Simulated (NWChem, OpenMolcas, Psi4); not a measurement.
# Exact exchange and the dipole moment of BH3O3 (boric acid)

BH3O3: 7 atoms, total charge 0, spin state singlet. SMILES: `OB(O)O`. Geometry: relaxed at PBE0-D4/def2-TZVP. This is a higher conformer, about 20 kJ/mol above the lowest found by a separate search.

The dipole moment y, in D, basis def2-SVPD; a is the functional's share of exact exchange. Programs: NWChem 7.3.0, OpenMolcas 26.06, Psi4 1.11.

```
functional     program     a  y (D)
    r2SCAN  OpenMolcas     0   2.95
      BLYP        Psi4     0   2.88
     TPSSh        Psi4   0.1   2.92
     B3LYP      NWChem   0.2   2.97
      PBE0      NWChem  0.25      ?
     BHLYP  OpenMolcas   0.5   3.08
```

Question: Fit y = c + s·a to the known rows and predict PBE0.

Answer: 
1. Means of the 5 rows: a = 0.1600, y = 2.960.
2. Σ(Δa)² = 0.172, Σ(Δa·Δy) = 0.058, so the slope is 0.058/0.172 = 0.33721.
3. Intercept: 2.960 − (0.33721) × 0.1600 = 2.906. The largest residual of the fit is 0.044.
4. PBE0: 2.906 + (0.33721) × 0.25 = 2.99 D.

The run gave 2.98 D, so the prediction is off by +0.01 D, within the largest residual. More exact exchange makes the molecule more polar here. The rows mix families of semi-local functionals, which the line can't see.
